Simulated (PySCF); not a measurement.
## Magnetisability: `[C@H]1(OC)C[C@@H](O)C1`, C₅H₁₀O₂

Cartesian coordinates in Å; atom numbers follow the order of the lines, from 1:
```xyz
17

C    -1.6871    1.3566    1.0912
O    -1.3054    0.8933   -0.1786
C    -0.2831   -0.0753   -0.2582
C     1.0858    0.4157   -0.7820
C     1.7668   -0.5105    0.2435
O     2.8730   -0.0336    0.9455
C     0.4222   -0.6366    0.9914
H    -2.0035    0.5379    1.7464
H    -0.8922    1.9301    1.5846
H    -2.5336    2.0186    0.9145
H    -0.6718   -0.8856   -0.8851
H     1.3022    0.2469   -1.8326
H     1.2420    1.4682   -0.5479
H     2.0883   -1.4556   -0.1963
H     2.6585    0.8278    1.3229
H     0.1239   -1.6308    1.3146
H     0.3869    0.0408    1.8420
```

Computed, not measured: PySCF 2.14.0, GIAO PBE0/pcSseg-1 magnetisability, rotational g tensor and spin-rotation constants, non-relativistic, gas phase. Geometry: GFN2-xTB, dihedral held. The dihedral C7–C3–O2–C1 is held at 0°.

Question: What are the magnetisability and the molar susceptibility?

Answer: Isotropic -1104 × 10⁻³⁰ J/T², or -66.5 × 10⁻⁶ cm³/mol; principal values -1167, -1111, -1034 × 10⁻³⁰ J/T², anisotropy 115 × 10⁻³⁰ J/T² (root of half the summed squared differences of the principal values). The susceptibility is in cgs units.

Question: Split it along the inertial axes a, b, c into diamagnetic and paramagnetic parts about the centre of mass, with the quadrupole moment.

Answer: 
```csv
axis,χ (10⁻⁶ cm³/mol),diamagnetic (10⁻⁶ cm³/mol),paramagnetic (10⁻⁶ cm³/mol),summed x² of all electrons (Å²),quadrupole Θ (D Å)
a,-70.0,-324.0,254.0,165.6,-10.11
b,-66.9,-835.1,768.2,45.1,+3.66
c,-62.5,-894.2,831.6,31.2,+6.45
```
Anisotropies 2χaa − χbb − χcc = -10.6 and 2χbb − χaa − χcc = -1.2 × 10⁻⁶ cm³/mol. Θ is traceless in Buckingham's convention.

Question: And the rotational g tensor?

Answer: 
```
axis  rotational constant (GHz)        g  nuclear part  electronic part
   a                     5.6217  -0.0086        0.6622          -0.6708
   b                     1.6114  -0.0110        0.5706          -0.5815
   c                     1.4979  -0.0144        0.5708          -0.5852
```
Asymmetric top; isotopes 12C, 1H, 16O; no vibrational averaging.
